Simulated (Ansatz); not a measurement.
**Question.** Predict a relaxed structure of MoS2Cl2, charge 0, singlet, at B3LYP-D4/def2-SVP (Ansatz).

**Answer.** 
```csv
atom,x (Å),y (Å),z (Å)
Mo1,0.0002,-0.0042,0.0003
S2,-1.6010,-1.3448,-0.2678
S3,1.7192,-1.1304,0.4579
Cl4,-0.4686,1.3611,1.7416
Cl5,0.3501,1.1182,-1.9320
```
Point group C2v (tolerance 0.1 Å). The metal has 4 neighbours: S 2.11 Å, S 2.11 Å, Cl 2.26 Å, Cl 2.26 Å. This is one stationary point.

In the def2 sets Mo takes a core potential; there is no spin–orbit coupling. The restricted singlet is unstable towards broken spin symmetry in Hartree–Fock (as tested in another run); at B3LYP-D4/def2-SVP this wasn't settled.
